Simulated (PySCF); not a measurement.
F₃OTa, SMILES [O]=[Ta]([F])([F])[F] (connectivity only; charge and spin as stated), charge -1, multiplicity 2.

The structure is a stationary point at B3LYP-D3(BJ)/def2-SVPD. The spin state was assumed, not searched. The isomer is the one that the SMILES or the coordinates give; other isomers of the formula were not compared. The def2 effective core potentials stand for the cores of Ta; spin–orbit coupling is left out.

The numbers are results of B3LYP-D3(BJ)/def2-SVPD (PySCF 2.14.0), not measurements.

Frequencies are harmonic and unscaled.

```json
[
 {"mode": "1", "ν (cm⁻¹)": "142", "IR (km/mol)": "3.3", "moving atoms (share of kinetic energy)": "F 78 %, Ta 17 %"},
 {"mode": "2", "ν (cm⁻¹)": "148", "IR (km/mol)": "35.0", "moving atoms (share of kinetic energy)": "F 80 %, O 11 %, Ta 10 %"},
 {"mode": "3", "ν (cm⁻¹)": "162", "IR (km/mol)": "0.2", "moving atoms (share of kinetic energy)": "O 51 %, F 44 %"},
 {"mode": "4", "ν (cm⁻¹)": "184", "IR (km/mol)": "12.3", "moving atoms (share of kinetic energy)": "F 84 %, Ta 14 %"},
 {"mode": "5", "ν (cm⁻¹)": "263", "IR (km/mol)": "6.8", "moving atoms (share of kinetic energy)": "O 59 %, F 39 %"},
 {"mode": "6", "ν (cm⁻¹)": "521", "IR (km/mol)": "125.0", "moving atoms (share of kinetic energy)": "F 90 %, Ta 10 %"},
 {"mode": "7", "ν (cm⁻¹)": "565", "IR (km/mol)": "226.6", "moving atoms (share of kinetic energy)": "F 84 %, Ta 16 %"},
 {"mode": "8", "ν (cm⁻¹)": "577", "IR (km/mol)": "38.9", "moving atoms (share of kinetic energy)": "F 97 %"},
 {"mode": "9", "ν (cm⁻¹)": "911", "IR (km/mol)": "214.1", "moving atoms (share of kinetic energy)": "O 92 %"}
]
```
